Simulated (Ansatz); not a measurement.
`C[SiH2][Se]C#N` + `CC` → `CC[Se][SiH2]C` + `C#N`  (formal exchange of groups at the Se–C bond)

Program: Ansatz. Geometries: PBE0-D4/def2-TZVP. ΔE: electronic, gas phase. CBS: MP2 limit from def2 TZ/QZ plus the TZ coupled-cluster correction, frozen cores. This one scheme is used for every species. Functionals use def2-TZVPP. B3LYP here is the variant with VWN-RPA as its local correlation; programs differ in this. For Se outer-core shells are correlated without core-valence functions, which leaves a few kJ/mol of doubt a bond. Scalar relativity is left out up to krypton. One conformer a species, not always the lowest.

`C[SiH2][Se]C#N`:

Cartesian coordinates in Å:
```
C 0.843 -0.926 0.479
Si 0.640 0.844 -0.038
Se -0.936 1.022 -1.731
C -2.220 0.169 -0.745
N -3.026 -0.379 -0.124
H 1.181 -1.541 -0.357
H -0.107 -1.323 0.842
H 1.578 -0.996 1.286
H 1.844 1.416 -0.692
H 0.203 1.713 1.081
```

`CC`:

Z-matrix (Å, degrees):
```
C
C 1 1.519
H 1 1.093 2 111.4
H 1 1.093 2 111.4 3 120.0
H 1 1.093 2 111.4 3 -120.0
H 2 1.093 1 111.4 3 180.0
H 2 1.093 1 111.4 3 -60.0
H 2 1.093 1 111.4 3 60.0
```

`CC[Se][SiH2]C`:

Z-matrix (Å, degrees):
```
C
C 1 1.512
H 1 1.092 2 111.5
H 1 1.092 2 111.1 3 -120.2
H 1 1.095 2 110.2 3 119.8
Se 2 1.969 1 113.8 3 62.8
H 2 1.091 1 111.5 3 180.0
H 2 1.091 1 112.1 3 -59.3
Si 6 2.273 2 97.8 1 -74.5
C 9 1.866 6 108.0 2 -170.2
H 9 1.491 6 108.3 2 -49.1
H 9 1.490 6 111.5 2 68.6
H 10 1.092 9 110.7 6 -60.0
H 10 1.093 9 110.2 6 -179.6
H 10 1.092 9 110.8 6 60.3
```

`C#N`:

Z-matrix (Å, degrees):
```
C
N 1 1.146
H 1 1.069 2 180.0
```

```json
{"level": "ωB97X-V", "ΔE (eV)": "0.23"}
{"level": "ωB97M-V", "ΔE (eV)": "0.22"}
{"level": "B3LYP", "ΔE (eV)": "0.32"}
{"level": "MP2/def2-TZVPP", "ΔE (eV)": "0.21"}
{"level": "SCS-MP2/def2-TZVPP", "ΔE (eV)": "0.21"}
{"level": "CCSD(T)/def2-TZVPP", "ΔE (eV)": "0.19"}
{"level": "MP2/def2-QZVPP", "ΔE (eV)": "0.19"}
{"level": "SCS-MP2/def2-QZVPP", "ΔE (eV)": "0.20"}
```

Task: What does CCSD(T)/CBS give? (Best estimate.)

Result: Computed: +0.16 eV. The listed levels differ from it by 0.07, 0.06, 0.16, 0.05, 0.05, 0.03, 0.03, 0.04 eV.

Largest T1 diagnostic among the species: 0.014.

From PBE to PBE0 (25 % exact exchange), in def2-TZVPP and without D4, ΔE moves by −0.04 eV. The D4 term adds −0.06 eV with B3LYP and −0.03 eV with PBE0; it sums over pairs of atoms, weighted by their polarisabilities, and B3LYP, whose exchange is more repulsive, gets the larger term.
